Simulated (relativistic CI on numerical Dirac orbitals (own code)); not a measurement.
## d1 to d9 in one octahedral field

Computed with a parametric ligand-field model without spin-orbit coupling, by exact diagonalisation: B = 580, C = 2620, 10Dq = 25800 cm⁻¹ (Oh; |10Dq|/B = 44.5) for every shell. Energies in cm⁻¹; the field energy is (0.6 n_e − 0.4 n_t2) × 10Dq of the ground term; g labels are left out.

```csv
Shell,Ground term,Electrons in e,Field energy,First spin-allowed bands,Lowest term of other spin
d1,2T2,0.000,-10320,2E 25800,
d2,3T1,0.012,-20327,"3T2 24446, 3T1 31791",1T2 8947
d3,4A2,0.000,-30960,"4T2 25800, 4T1 32187",2E 12389
d4,3T1,0.020,-40760,"3E 23353, 3T1 24022",1T2 7614
d5,2T2,0.037,-50639,"2A2 22572, 2T1 22771",4T1 13515
d6,1A1,0.029,-61169,"1T1 23952, 1T2 32027",3T1 18409
d7,?,?,?,?,?
d8,3A2,2.000,-30960,"3T2 25800, 3T1 32187",1E 9803
d9,2E,3.000,-15480,2T2 25800,
```

(1) Fill in the row of d7.

Answers

(1) Ground term: 2E; Electrons in e: 1.020; Field energy: -45926; First spin-allowed bands: 2T1 23805, 2T2 24448; Lowest term of other spin: 4T1 13299. Low spin: d4, d5, d6, d7; the other shells keep the spin of the free ion. Only d4 to d7 can choose; the field needed to pair spins is smallest for d6 and largest for d5, which loses most exchange energy. In the strong-field picture 10Dq must exceed about 6B + 5C = 16580 (d4), 7.5B + 5C = 17450 (d5), 2.5B + 4C = 11930 (d6) and 4B + 4C = 12800 (d7); mixing of terms shifts these bounds somewhat.
